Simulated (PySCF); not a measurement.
## Telling isomers of C6H8FN apart by NMR

- structure optimised with GFN2-xTB
- σ from GIAO-PBE0/pcSseg-1
- code: PySCF 2.14.0 with density-fitted response routines
- non-relativistic, in vacuum, single conformer, equivalent nuclei averaged

Shifts are taken against calculated references (same method and geometry level): ¹H (31.72 ppm), ¹³C (186.93 ppm) against TMS. Splittings of carbon signals by F and P are missing where no couplings were computed. Where no couplings were computed, multiplicities follow the n + 1 count of equivalent neighbours, and m marks all less simple cases (inequivalent or close neighbours, rings, F or P nearby). Shifts are as computed. Against solution values, carbons near 30 ppm lie about +3 ppm off and those near 130 ppm about +5 ppm. Of 1211 compounds with measured shifts, 218 miss one by over three times the rms of a fit or turn the order of signals round; such compounds aren't used in these exercises.

(1) Tabulate the signals of `C=C1C(F)=C1N(C)C`, `C[C@@H]1C[C@@H](C#N)[C@H]1F` and their relative energies.

(2) What is the quickest way to tell C=C1C(F)=C1N(C)C from C[C@@H]1C[C@@H](C#N)[C@H]1F?

Answers

(1) 
```json
{"SMILES": "C=C1C(F)=C1N(C)C", "carbon types": "3×C 1×CH2 2×CH3", "δC": "126.5, 125.6, 120.9, 49.0, 41.6", "δH": "3.16 (m, 1H), 3.15 (m, 1H), 3.01 (s, 6H)", "E rel. (kcal/mol)": "59.1"}
{"SMILES": "C[C@@H]1C[C@@H](C#N)[C@H]1F", "carbon types": "1×C 3×CH 1×CH2 1×CH3", "δC": "123.2, 93.4, 40.8, 27.4, 26.8, 21.3", "δH": "4.55 (m, 1H), 3.06 (m, 1H), 2.92 (m, 1H), 2.26 (m, 1H), 1.37 (m, 1H), 1.22 (d, 3H)", "E rel. (kcal/mol)": "0.0"}
```

Energies are electronic energies at PBE0/pcSseg-1 on these geometries, without zero-point or thermal terms, each for the one conformer computed, which needn't be the lowest.

(2) Count the carbon signals: 5 against 6. The first has a terminal =CH2 carbon at 49.0 ppm, the second an sp3 CH bonded to F at 93.4 ppm. Their most deshielded carbons lie at 126.5 and 123.2 ppm. In the proton spectra the most deshielded non-exchanging signals are 3.16 (m, 1H) and 4.55 (m, 1H).
